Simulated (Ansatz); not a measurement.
Calculated with Ansatz (gas phase, PBE0-D4/def2-TZVP geometries, no zero-point term in ΔE). CBS: MP2 limit from def2 TZ/QZ plus the TZ coupled-cluster correction, frozen cores. DFT in def2-TZVPP. B3LYP here is the variant with VWN-RPA as its local correlation; programs differ in this. Each species was taken in one conformer, which may not be the lowest.

Reaction (redistribution): `[SiH3][SiH]1[CH2][AlH]1` + `CN[SiH2][SiH3]` → `[SiH3][SiH2][SiH]1[CH2][AlH]1` + `CN[SiH3]`

```csv
species,B3LYP-D4 energy (Eh)
`[SiH3][SiH]1[CH2][AlH]1`,-863.79601
`CN[SiH2][SiH3]`,-677.38658
`[SiH3][SiH2][SiH]1[CH2][AlH]1`,-1154.53073
`CN[SiH3]`,-386.65594
```

(1) Work out ΔE.

Largest T1 diagnostic among the species: 0.014.

Answers

(1) ΔE = (-1154.53073) + (-386.65594) − (-863.79601) − (-677.38658) = -0.00408 Eh = -10.7 kJ/mol. CCSD(T)/CBS gives -13.0 kJ/mol.
